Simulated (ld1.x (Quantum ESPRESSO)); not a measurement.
u(r) = r·R(r): atom against pseudo-atom (H)

Columns: radius, all-electron u(r) and pseudo u(r) of the 1s shell (level -6.37 eV) of hydrogen in the configuration 1s1; Wu–Cohen, scalar-relativistic, TM semilocal scheme, ld1.x (Quantum ESPRESSO) 7.5.

| r (bohr) | all-electron | pseudo |
| --- | --- | --- |
| 0.072 | 0.1269 | 0.0987 |
| 0.145 | 0.2373 | 0.1965 |
| 0.217 | 0.3302 | 0.2884 |
| 0.290 | 0.4099 | 0.3749 |
| 0.362 | 0.4759 | 0.4517 |
| 0.435 | 0.5314 | 0.5195 |
| 0.507 | 0.5764 | 0.5755 |
| 0.580 | 0.6132 | 0.6210 |
| 0.652 | 0.6420 | 0.6551 |
| 0.725 | 0.6644 | 0.6797 |
| 0.798 | 0.6809 | 0.6956 |
| 0.870 | 0.6920 | 0.7044 |
| 0.942 | 0.6988 | 0.7080 |
| 1.015 | 0.7019 | 0.7077 |
| 1.088 | 0.7015 | 0.7047 |
| 1.160 | 0.6983 | 0.6997 |
| 1.232 | 0.6926 | 0.6930 |
| 1.305 | 0.6847 | 0.6848 |
| 1.378 | 0.6749 | 0.6749 |
| 1.450 | 0.6638 | 0.6638 |
| 1.522 | 0.6513 | 0.6513 |
| 1.595 | 0.6376 | 0.6376 |
| 1.668 | 0.6230 | 0.6230 |
| 1.740 | 0.6078 | 0.6078 |
| 1.812 | 0.5921 | 0.5921 |
| 1.885 | 0.5757 | 0.5757 |

Q: How many radial nodes do the two functions have?

A: The all-electron 1s function has n − l − 1 = 0; the pseudo-wave has 0.

Q: At about which radius was the pseudo-wave matched?

A: 1.45 bohr. The columns agree to 0.0005 from 1.23 bohr on; several derivatives are matched, so the curves merge somewhat inside the radius.

Q: Is the pseudo-wave norm-conserving?

A: Yes: the TM semilocal scheme keeps the norm inside the radius equal to the all-electron one, which fixes the energy derivative of the logarithmic derivative at the level.
